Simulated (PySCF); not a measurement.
## In³⁸⁺: ionisation energy

In³⁸⁺ [Ne] 3s1 (2S) → In³⁹⁺ [Ne] (1S), as a difference of total energies. Computed with PySCF 2.14 in an uncontracted even-tempered set (18 s from 6.6 bohr⁻², ratio 2.5; 12 p from 8.6 bohr⁻², ratio 2.5; 4 d from 32 bohr⁻², ratio 2.7; 4 f from 48 bohr⁻², ratio 2.7), with scalar relativity by spin-free X2C-1e. Correlated levels: outer shells: 1s2 frozen; virtual orbitals above 40 to 60 times the deepest correlated orbital energy dropped. The calculations carry no spin-orbit coupling.

| method | ionisation energy (eV) |
| --- | --- |
| UHF | 2628.0 |
| MP2 (outer shells) | 2628.7 |
| SCS-MP2 (outer shells) | 2628.6 |
| CCSD (outer shells) | 2628.7 |
| CCSD(T) (outer shells) | 2628.7 |

Breit and QED terms and the two-electron picture change are absent.

For comparison: 2628.77 ± 0.08 eV (semi-empirical (NIST evaluation); NIST Atomic Spectra Database, ionization energies).
